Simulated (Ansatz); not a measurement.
Program: Ansatz. Geometries: PBE0-D4/def2-TZVP. ΔE: electronic, gas phase. CBS: MP2 limit from def2 TZ/QZ plus the TZ coupled-cluster correction, frozen cores. Functionals use def2-TZVPP. def2 core potentials past Kr. For Mg, Sb outer-core shells are correlated without core-valence functions, which leaves a few kJ/mol of doubt a bond. Each species was taken in one conformer, which may not be the lowest.

`C[CH2][Mg][Cl]` + `[NH2][SbH2]` → `CC[NH][SbH2]` + `[MgH][Cl]`  (substitution at a C–Mg bond)

`C[CH2][Mg][Cl]`:

Cartesian coordinates in Å:
```
C 0.276 -0.940 0.728
C 0.183 -0.196 -0.606
Mg -0.638 1.720 -0.540
Cl -1.501 3.737 -0.465
H -0.705 -1.082 1.190
H 0.718 -1.937 0.615
H 0.892 -0.404 1.456
H 1.180 -0.113 -1.057
H -0.405 -0.784 -1.321
```

`[NH2][SbH2]`:

```xyz
6

N     0.909    0.495    0.199
Sb   -0.274   -0.887   -0.716
H     0.414    1.101    0.840
H     1.664    0.051    0.706
H    -1.497   -1.056    0.487
H    -1.216    0.295   -1.516
```

`CC[NH][SbH2]`:

Cartesian coordinates in Å:
```
C 0.958 -0.338 -1.436
C -0.130 -0.025 -0.428
N 0.415 0.073 0.915
Sb -0.839 0.388 2.475
H 1.471 -1.266 -1.174
H 1.703 0.463 -1.469
H 0.540 -0.441 -2.440
H -0.872 -0.831 -0.426
H -0.669 0.885 -0.737
H 1.194 0.720 0.947
H -1.997 1.373 1.654
H -1.774 -1.002 2.120
```

`[MgH][Cl]`:

Z-matrix (Å, degrees):
```
Mg
Cl 1 2.187
H 1 1.686 2 179.9
```

| species | PBE0-D4 energy (Eh) |
| --- | --- |
| `C[CH2][Mg][Cl]` | -739.25519 |
| `[NH2][SbH2]` | -297.35986 |
| `CC[NH][SbH2]` | -375.91228 |
| `[MgH][Cl]` | -660.69046 |

Problem. Work out ΔE.

Solution. ΔE = (-375.91228) + (-660.69046) − (-739.25519) − (-297.35986) = 0.01231 Eh = +0.33 eV. CCSD(T)/CBS gives +0.39 eV.

Largest T1 diagnostic among the species: 0.013.

From PBE to PBE0 (25 % exact exchange), in def2-TZVPP and without D4, ΔE moves by −0.03 eV. In def2-TZVPP, CCSD(T) changes the Hartree–Fock value by +0.08 eV (the triples alone add +0.00 eV) and MP2 by +0.11 eV. The D4 term adds −0.09 eV with B3LYP and −0.05 eV with PBE0; it sums over pairs of atoms, weighted by their polarisabilities, and B3LYP, whose exchange is more repulsive, gets the larger term.

B3LYP here is the variant with VWN-RPA as its local correlation; programs differ in this.
